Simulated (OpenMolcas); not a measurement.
## Ag2+: moving or changing the point charges

Ag2+ among 4 point charges of -2.5 e arranged as a square (D4h), 2.07 Å from the ion.
```
   2.0700    0.0000    0.0000  -2.50
   0.0000    2.0700    0.0000  -2.50
  -2.0700    0.0000    0.0000  -2.50
   0.0000   -2.0700    0.0000  -2.50
```

```
Program             : OpenMolcas 26.06
Method              : SS-CASPT2, IPEA 0.25 Eh, imaginary shift 0.1 Eh (closed shells correlated: 4s 4p)
Basis               : ANO-RCC-VTZP [7s6p4d2f1g]
Scalar Hamiltonian  : DKH2, point nucleus
Active space        : 9 electrons in 5 orbitals (4d)
State averaging     : 2S+1 = 2 even, 5 roots
Spin-orbit coupling : state interaction with AMFI integrals over the reference wave functions
```

Runs around this geometry, states (labels of D4, the rotations of D4h). Energies in cm-1 above the lowest state or level, χT in cm3 K/mol.

```csv
R (Å),q (e),Ground state,First state of that spin,First gap with spin-orbit (degeneracies),χT at 300 K
2.07,-1.62,2B1,2B2 4870,"5780 (2, 2)",0.823
2.07,-2.5,2B1,2B2 6460,"7340 (2, 2)",0.741
2.29,-2.5,2B1,2B2 4510,"5560 (2, 2)",0.844
```

Taking the first state of the same spin as R^-n, n = -ln(4510 / 6460) / ln(2.29 / 2.07) = 3.6 between the shortest and longest distance.

Scaling the charges by -1.62 / -2.5 = 0.65 scales the first state of the same spin by 4870 / 6460 = 0.75; with fixed orbitals a first-order splitting would follow the charge.

Free-ion shares, where given, are those of the reference states; single-state CASPT2 does not remix them. This is an electrostatic model: the charges have no orbitals. No measured value stands beside these numbers.
